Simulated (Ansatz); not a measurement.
Molecule: C2H10OSi2, charge 0, multiplicity 1. SMILES: C[SiH2]O[SiH2]C
Geometry: optimised at B3LYP-D3(BJ)/def2-TZVP (Ansatz, a program for electronic structure).

Wanted: atomisation energy, in kcal/mol. Set-up: atomisation electronic, to ground-state atoms; 6-31G* and kin with 6d, 5d where marked; frozen cores in correlated levels; no spin-orbit coupling; 6-311+G** with 5d, 6d on Na to Ar in Ansatz; LANL2DZ with its own core potentials from Na on; UHF or UKS for open shells; non-relativistic. Basis-set limits of correlation are two-point, X^-3; Hartree-Fock from the larger set. Ab initio and DFT rows: single points at B3LYP-D3(BJ) geometries (Ansatz).

Coupled cluster (Ansatz) is a level with limits of its own, used here on species with T1 under 0.025 (0.045 for open shells) and stable references: CCSD(T)/CBS(cc-pV(T+d)Z,cc-pV(Q+d)Z).

Value to compare with, CCSD(T)/CBS(cc-pV(T+d)Z,cc-pV(Q+d)Z) (Ansatz): 1312.6 kcal/mol.

```csv
level,program,atomisation energy (kcal/mol),difference
MP2/STO-3G,Ansatz,1344.8,32.2
MP2/3-21G,Ansatz,1093.2,-219.4
MP2/LANL2DZ,Ansatz,1090.1,-222.5
MP2/6-31G*,Ansatz,1181.6,-131.0
MP2/6-311+G**,Ansatz,1236.6,-76.0
```

Among the 5 habitual levels, MP2/LANL2DZ lies farthest from CCSD(T)/CBS(cc-pV(T+d)Z,cc-pV(Q+d)Z) (Ansatz) (-222.5 kcal/mol) and MP2/STO-3G nearest (32.2); 1 of 5 lie above it, and their mean absolute difference is 136.2 kcal/mol, the median 131.0. One case shows no general order.

The sets are all those run for this method; left out are runs that failed, that the program found above a lower state of the same kind, or whose <S^2> lies over 0.5 above the pure value.
